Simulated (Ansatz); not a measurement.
One change: `C[CH]([SiH3])[AlH][AlH2]` becomes `CC([SiH3])NP`.

Ansatz, PBE0-D4/def2-TZVP geometries, multiplicity 1. Each molecule was computed in one conformer, which needn't be the lowest.

```
                                        property  `C[CH]([SiH3])[AlH][AlH2]`
           HOMO–LUMO gap (B3LYP/def2-TZVPP) / eV                        4.32
             LUMO energy (B3LYP/def2-TZVPP) / eV                       -2.24
               HOMO energy (PBE/def2-TZVPP) / eV                       -5.74
size of the dipole moment (B3LYP/def2-TZVPP) / D                        1.09
              LUMO energy (PBE0/def2-TZVPP) / eV                       -2.08
           LUMO energy (ωB97M-V/def2-TZVPP) / eV                       -0.46
```

**Question.** Give the same properties after the change, and the shifts. (Estimate.)

**Answer.** Ansatz gave: 
```
                                        property  `CC([SiH3])NP`  shift
           HOMO–LUMO gap (B3LYP/def2-TZVPP) / eV            6.47   2.15
             LUMO energy (B3LYP/def2-TZVPP) / eV           -0.20   2.04
               HOMO energy (PBE/def2-TZVPP) / eV           -5.59   0.15
size of the dipole moment (B3LYP/def2-TZVPP) / D            1.87   0.78
              LUMO energy (PBE0/def2-TZVPP) / eV            0.02   2.10
           LUMO energy (ωB97M-V/def2-TZVPP) / eV            1.73   2.19
```

With PBE0 the HOMO falls by 0.15 eV and the LUMO rises by 2.10 eV, so the gap widens by about 2.25 eV. PBE moves the HOMO by 0.15 eV and ωB97M-V by -0.49 eV. Dipoles are sizes alone; their direction can turn.

B3LYP here is the variant with VWN-RPA as its local correlation; programs differ in this.
